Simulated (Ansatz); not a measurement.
# Two-coordinate energy map

C₂H₅FMg (SMILES C[CH2][Mg][F]), closed shell, PBE0-D4/def2-TZVP minimum:

C1  (-0.415, 1.101, 0.035)
C2  (-0.065, -0.290, 0.567)
Mg3  (0.851, -1.599, -0.776)
F4  (1.624, -2.708, -1.904)
H5  (-1.108, 1.057, -0.810)
H6  (-0.891, 1.729, 0.798)
H7  (0.469, 1.645, -0.310)
H8  (0.594, -0.199, 1.440)
H9  (-0.969, -0.783, 0.943)
(Å)

Rows set the bond length C1–C2 (Å; 1.530 at the minimum), columns the angle Mg3–C2–C1 (°; 116.6), set in this order; the parts move rigidly, in a bend the first-named atom's side turns in the plane, and in a torsion the whole end group turns. CCSD(T) energies count from the value at that structure, in kJ/mol. Computed with Ansatz 0.2.0 (basis: def2-TZVPP); correlated methods freeze the cores. The outer core shell of Li, Na, Mg and K is correlated. The def2 sets are not built for correlating such inner shells, so the correlated values are less sure here.

```json
{"C1–C2 \\ Mg3–C2–C1": "1.346", "86.6": "107.7", "101.6": "82.8", "116.6": "69.3", "131.6": "71.9", "146.6": "?"}
{"C1–C2 \\ Mg3–C2–C1": "1.477", "86.6": "35.3", "101.6": "14.5", "116.6": "5.7", "131.6": "12.3", "146.6": "?"}
{"C1–C2 \\ Mg3–C2–C1": "1.669", "86.6": "33.1", "101.6": "19.5", "116.6": "17.2", "131.6": "28.9", "146.6": "53.9"}
{"C1–C2 \\ Mg3–C2–C1": "1.894", "86.6": "93.5", "101.6": "88.3", "116.6": "92.8", "131.6": "?", "146.6": "137.8"}
{"C1–C2 \\ Mg3–C2–C1": "2.142", "86.6": "176.6", "101.6": "?", "116.6": "190.4", "131.6": "211.4", "146.6": "242.6"}
```

Task: Fill in the withheld cells. (To be estimated.)

Result: The calculation gives: (1.346, 146.6): 90.2; (1.477, 146.6): 33.7; (1.894, 131.6): 109.5; (2.142, 101.6): 179.8 kJ/mol. These count from the CCSD(T) energy at the PBE0-D4 minimum.

The same grid for a cheaper method: HF − CCSD(T), both counted from the minimum, in kJ/mol:
```json
{"C1–C2 \\ Mg3–C2–C1": "1.346", "86.6": "4.8", "101.6": "1.9", "116.6": "0.0", "131.6": "-0.2", "146.6": "1.1"}
{"C1–C2 \\ Mg3–C2–C1": "1.477", "86.6": "4.3", "101.6": "1.3", "116.6": "-0.5", "131.6": "-0.6", "146.6": "0.8"}
{"C1–C2 \\ Mg3–C2–C1": "1.669", "86.6": "7.1", "101.6": "4.4", "116.6": "2.9", "131.6": "3.0", "146.6": "4.6"}
{"C1–C2 \\ Mg3–C2–C1": "1.894", "86.6": "14.2", "101.6": "12.5", "116.6": "11.8", "131.6": "12.5", "146.6": "14.3"}
{"C1–C2 \\ Mg3–C2–C1": "2.142", "86.6": "25.7", "101.6": "26.0", "116.6": "26.7", "131.6": "28.2", "146.6": "30.6"}
```

T1 diagnostic: at most 0.013. The restricted Hartree–Fock reference is unstable towards an unrestricted one here.

For scale, one of the runs: CCSD(T)/def2-TZVPP, 195 basis functions (an equivalent command: `ansatz run in.yaml --threads 4`). Time: 74 s of wall clock on 4 CPU threads; the host was shared. Peak host memory: 2.6 GiB.
